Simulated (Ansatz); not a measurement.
Total energies of `C[S][SbH2]`.

```xyz
8

C     0.274   -1.384    0.506
S     0.603   -0.210   -0.837
Sb   -0.686    1.677   -0.050
H    -0.786   -1.623    0.583
H     0.643   -1.016    1.463
H     0.819   -2.294    0.250
H     0.536    2.835   -0.348
H    -1.403    2.014   -1.566
```

Charge 0, multiplicity 1. Correlated methods include outer-core shells of Sb, which these sets cover unevenly. Sb takes the def2 core potential. All single points use the PBE0-D4/def2-TZVP geometry. Basis def2-TZVPP, Ansatz 0.2.0.

RPA on PBE orbitals: Hartree–Fock energy of these orbitals -677.55510 Eh, correlation -1.12307 Eh (frozen core).

```csv
functional,energy without D4 (Eh),D4 term (kJ/mol)
BLYP,-679.50852,-38.6
B97M-V,-679.48985,–
PBE0,-679.40525,-14.9
B3LYP,-679.69556,-28.9
HSE06 (plane-wave form),-679.39328,-14.0
BHLYP,-679.49081,-24.5
LC-ωPBE,-679.48250,–
ωB97X-V,-679.49716,–
B2PLYP,-679.20953,–
PBE-QIDH,-679.11307,–
```

Q: Give the same for LDA (SPW92), PBE, revPBE, r2SCAN, r2SCANh, r2SCAN0, CAM-B3LYP, ωB97M-V. (Best estimate.)

A: Computed: 
| functional | energy without D4 (Eh) | D4 term (kJ/mol) |
| --- | --- | --- |
| LDA (SPW92) | -677.44903 | – |
| PBE | -679.35291 | -17.6 |
| revPBE | -679.55335 | -49.5 |
| r2SCAN | -679.62954 | -3.9 |
| r2SCANh | -679.61345 | -4.3 |
| r2SCAN0 | -679.59024 | -4.8 |
| CAM-B3LYP | -679.56107 | -15.3 |
| ωB97M-V | -679.49376 | – |

B3LYP takes the VWN-RPA correlation (the form of Gaussian; ORCA's B3LYP/G). HSE06 is the plane-wave form, built on full-range PBE exchange. The double hybrids freeze the cores in their second-order part.

LC-ωPBE has ω = 0.4 bohr⁻¹.
